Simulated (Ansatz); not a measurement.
Total energies of Sn(NCS)H3 (CH₃NSSn) from Ansatz at PBE0-D4/def2-TZVP, gas phase (1 Eh = 27.2114 eV = 2625.5 kJ/mol). The reference geometry is relaxed at PBE0-D4/def2-SVP.

| state | geometry | energy (Eh) |
| --- | --- | --- |
| charge 0 singlet | reference | -706.94966 |
| charge 1 doublet | reference | -706.61719 |
| charge 1 doublet | relaxed at PBE0-D4/def2-SVP | -706.62439 |
| free Sn atom (triplet) | – | -214.25870 |
| free N atom (quartet) | – | -54.54382 |
| free C atom (triplet) | – | -37.80537 |
| free S atom (triplet) | – | -397.97371 |
| free H atom (doublet) | – | -0.50104 |

In the def2 sets Sn takes a core potential; there is no spin–orbit coupling.

Q: Work out the vertical ionisation energy to the doublet.

A: E(charge 1 doublet) − E(charge 0 singlet) = -706.61719 − (-706.94966) = 0.33247 Eh = 9.05 eV. For comparison, −ε of the highest occupied level is 6.96 eV at this level, 2.09 eV less.

Q: How much does the charge 1 doublet relax, and what is the adiabatic ionisation energy?

A: Relaxation: -706.61719 − (-706.62439) = 0.00720 Eh = 0.20 eV. Adiabatic ionisation energy: 0.32527 Eh = 8.85 eV, without zero-point energy. 

Q: What is the binding energy per atom against free atoms?

A: Atoms: 1 × (-214.25870) + 1 × (-54.54382) + 1 × (-37.80537) + 1 × (-397.97371) + 3 × (-0.50104) = -706.08472 Eh. Binding: -706.08472 − (-706.94966) = 0.86494 Eh = 23.54 eV, or 3.36 eV for each of 7 atoms (no zero-point energy, no counterpoise term).
